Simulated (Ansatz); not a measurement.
Species: sum formula BNH, net charge -1, singlet state. It need not be the lowest isomer of its formula. Whether it binds its extra electron was not tested at this geometry. SMILES: B=[N-]
Geometry: optimised at B3LYP-D3(BJ)/def2-TZVP (Ansatz, a quantum-chemistry and plane-wave program).

Parts of the frozen-core correlation energy in cc-pVDZ (Ansatz, hartree). Frozen orbitals: 2; correlated occupied orbitals by spin: 5 and 5; virtual: 26 and 26. Spin-orbit coupling is left out. Non-relativistic.

```json
[
 {"term": "reference (HF)", "value": "-79.67164"},
 {"term": "MP2 opposite-spin", "value": "…"},
 {"term": "MP2 same-spin", "value": "…"},
 {"term": "CCSD correlation", "value": "…"},
 {"term": "(T)", "value": "-0.01212"},
 {"term": "CCSDT minus CCSD(T)", "value": "-0.00031"},
 {"term": "CCSDT(Q) minus CCSD(T)", "value": "-0.00174"},
 {"term": "T1 diagnostic", "value": "0.018"},
 {"term": "largest doubles amplitude", "value": "0.094"}
]
```

**Question.** Fill in the missing entries.

**Answer.** 
- MP2 opposite-spin, value: -0.19841
- MP2 same-spin, value: -0.06812
- CCSD correlation, value: -0.27469
